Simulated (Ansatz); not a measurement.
Consider the ligand exchange at the Al–C bond: `N=[C](O)[AlH][F]` + `CN[SiH3]` → `C[N]([SiH3])[AlH][F]` + `N=CO`.

Gas-phase electronic energies from Ansatz, PBE0-D4/def2-TZVP geometries. CBS: MP2 limit from def2 TZ/QZ plus the TZ coupled-cluster correction, frozen cores. This one scheme is used for every species. DFT in def2-TZVPP. One conformer a species, not always the lowest.

CCSD(T)/CBS gives -1.22 eV.

**Question.** Another level gave -1.19 eV. Which?
A. CCSD/def2-TZVPP
B. PBE0/def2-TZVPP
C. PBE/def2-TZVPP
D. B2PLYP/def2-TZVPP

**Answer.** D. B2PLYP -1.19, CCSD/def2-TZVPP -1.24, PBE -1.09, PBE0 -1.15 eV.

Largest T1 diagnostic among the species: 0.015.

From PBE to PBE0 (25 % exact exchange), in def2-TZVPP and without D4, ΔE moves by −0.06 eV. The D4 term adds −0.05 eV with B3LYP and −0.03 eV with PBE0; it sums over pairs of atoms, weighted by their polarisabilities, and B3LYP, whose exchange is more repulsive, gets the larger term.

B3LYP here is the variant with VWN-RPA as its local correlation; programs differ in this.
